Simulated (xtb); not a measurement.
CH6Zr, SMILES [CH3][ZrH3], multiplicity 1. All values are semi-empirical tight-binding results from xtb (GFN2-xTB unless named), good for trends rather than for accurate numbers. Geometry optimised at GFN2-xTB. The multiplicity is an assumed one; no other spin state was optimised. The structure was generated by enumeration; whether it is a known compound was not checked.

Optimised geometry:

Bonded distances (Å): Zr1–C2 2.282, Zr1–H6 1.883, Zr1–H7 1.883, Zr1–H8 1.883, C2–H3 1.106, C2–H4 1.106, C2–H5 1.106. Angles (°): C2–Zr1–H6 102.9, C2–Zr1–H7 102.9, C2–Zr1–H8 102.9, H6–Zr1–H7 115.1, H6–Zr1–H8 115.1, H7–Zr1–H8 115.1, Zr1–C2–H3 110.6, Zr1–C2–H4 110.6, Zr1–C2–H5 110.6, H3–C2–H4 108.3, H3–C2–H5 108.3, H4–C2–H5 108.3.
Charge 0, spin multiplicity 1.

For metal compounds this method's bond lengths and energies can be far off.

The point group as xtb finds it is C3 and the orbital gap is 2.02 eV. The zero-point energy is 28.7 kcal/mol and the G − E(el) at 298.15 K (modified RRHO) is 11.8 kcal/mol.

Computed atomic charges and the Wiberg bond orders between heavy atoms:
charges (e) Zr1 1.06, C2 -0.30, H3 0.07, H4 0.07, H5 0.07, H6 -0.33, H7 -0.33, H8 -0.33. Bond orders Zr1–C2 1.02.
